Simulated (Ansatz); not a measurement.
C2H7BFNSi (`B/C=C\[SiH](N)F`), relaxed with RKS PBE0-D4/def2-TZVP in the Gaussian-basis code of Ansatz from a PBE-D4/def2-SVP geometry. The force threshold is 0.005 eV/Å; the program also tests the step.

Charge 0, multiplicity 1.

Start:

```xyz
13

B     1.556    1.502   -1.012
C     1.123    0.066   -1.392
C     0.178   -0.622   -0.684
Si   -0.674   -0.030    0.891
N    -1.550   -1.395    1.484
F    -1.630    1.254    0.489
H     2.255    2.173   -1.749
H     1.188    1.985    0.044
H     1.539   -0.422   -2.295
H    -0.124   -1.628   -1.044
H     0.222    0.443    1.989
H    -2.139   -1.943    0.852
H    -1.945   -1.384    2.427
```

Q: How much energy does the relaxation release, and in how many steps? (An estimate is asked.)

A: Ansatz gave: 0.09 eV, in 9 steps.

Q: Which bonds change most? (Estimate.)

A: Ansatz gave: Si4–F6 from 1.650 to 1.605 Å; Si4–N5 from 1.727 to 1.701 Å; B1–H7 from 1.217 to 1.196 Å; B1–H8 from 1.218 to 1.197 Å.

Q: Give the relaxed structure. (An estimate is asked.)

A: Ansatz gave: 
```xyz
13

B     1.536    1.488   -0.993
C     1.105    0.062   -1.382
C     0.174   -0.618   -0.686
Si   -0.673   -0.026    0.870
N    -1.554   -1.353    1.466
F    -1.592    1.232    0.483
H     2.231    2.148   -1.708
H     1.164    1.955    0.045
H     1.522   -0.413   -2.270
H    -0.116   -1.609   -1.044
H     0.221    0.435    1.952
H    -2.102   -1.943    0.862
H    -1.915   -1.357    2.406
```
